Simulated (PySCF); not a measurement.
# Vertical excitation energies

Species: 1-(4-fluorophenyl)propan-1-ol, C₉H₁₁FO.
InChI=1S/C9H11FO/c1-2-9(11)7-3-5-8(10)6-4-7/h3-6,9,11H,2H2,1H3/t9-/m0/s1

Method: TDDFT B3LYP/def2-SVPD, vertical, gas phase, core orbitals frozen in the response in PySCF 2.14.0, density-fitted response routines. Geometry: PBE0-D3(BJ)/def2-SVP, one conformer, isolated molecule. Torsions of this conformer, `[CH3:1][CH2:2][C@H:3]([OH:4])[c:5]1[cH:6][cH:7][c:8]([F:9])[cH:10][cH:11]1`: C1–C2–C3–O4 -174°, C2–C3–C5–C6 -97°, H–O4–C3–C2 -179°.

**Question.** What does the calculation give for the low-lying excited states?

**Answer.** 

```json
{"state": "S1", "E (eV)": "5.17", "λ (nm)": "239.9", "f": "0.014", "main configurations (H = HOMO, L = LUMO)": "H→L (74%), H-1→L+1 (25%)"}
{"state": "S2", "E (eV)": "5.83", "λ (nm)": "212.5", "f": "0.055", "main configurations (H = HOMO, L = LUMO)": "H→L+1 (73%), H-1→L (23%)"}
{"state": "S3", "E (eV)": "6.27", "λ (nm)": "197.8", "f": "0.014", "main configurations (H = HOMO, L = LUMO)": "H-2→L (86%), H-1→L+1 (9%)"}
{"state": "S4", "E (eV)": "6.35", "λ (nm)": "195.2", "f": "0.018", "main configurations (H = HOMO, L = LUMO)": "H→L+2 (94%)"}
{"state": "S5", "E (eV)": "6.46", "λ (nm)": "191.9", "f": "0.071", "main configurations (H = HOMO, L = LUMO)": "H-2→L+1 (72%), H-1→L (21%)"}
{"state": "S6", "E (eV)": "6.74", "λ (nm)": "183.8", "f": "0.223", "main configurations (H = HOMO, L = LUMO)": "H→L+3 (60%), H-1→L (15%), H-2→L+1 (12%)"}
{"state": "S7", "E (eV)": "6.87", "λ (nm)": "180.5", "f": "0.237", "main configurations (H = HOMO, L = LUMO)": "H-1→L+1 (47%), H→L (15%), H→L+4 (12%)"}
{"state": "S8", "E (eV)": "6.91", "λ (nm)": "179.4", "f": "0.329", "main configurations (H = HOMO, L = LUMO)": "H-1→L (26%), H→L+3 (17%), H→L+1 (11%)"}
{"state": "S9", "E (eV)": "6.97", "λ (nm)": "178.0", "f": "0.011", "main configurations (H = HOMO, L = LUMO)": "H-1→L+2 (66%), H→L+4 (28%)"}
{"state": "S10", "E (eV)": "7.01", "λ (nm)": "176.8", "f": "0.141", "main configurations (H = HOMO, L = LUMO)": "H→L+4 (53%), H-1→L+2 (18%)"}
```

Triplets (Tamm–Dancoff): T1 4.08 eV, H→L+1 (61%), H-1→L (33%); T2 4.39 eV, H→L (93%); T3 4.67 eV, H-1→L (65%), H→L+1 (34%); T4 5.28 eV, H-1→L+1 (95%).

The lowest singlet comes at 240 nm (499 kJ/mol) in the ultraviolet; it is weak; its leading configuration is HOMO→LUMO (74%). The strongest level in the table is S8 at 6.91 eV (179 nm, f = 0.329). Löwdin shares by element: HOMO carbon 48% or more, fluorine 10% (atoms not listed hold the other 42%); LUMO carbon 73% or more (atoms not listed hold the other 27%). The oscillator strengths of these states sum to 1.113; summed over the whole spectrum of an exact calculation they would give the number of electrons, 82 (Thomas–Reiche–Kuhn). Of the 10 states listed, 10 reach f = 0.01 and none stays under 0.0005. Orbital energies (eV): HOMO-3 -9.02, HOMO-2 -8.05, HOMO-1 -7.48, HOMO -6.88, LUMO -0.85, LUMO+1 -0.59, LUMO+2 0.28. The window holds the lowest 10 singlets.

The run took 2.5 min of wall time on Intel Xeon Platinum 8259CL at 2.50 GHz, one thread (shared host), and the process peaked at 1.4 GiB of memory.
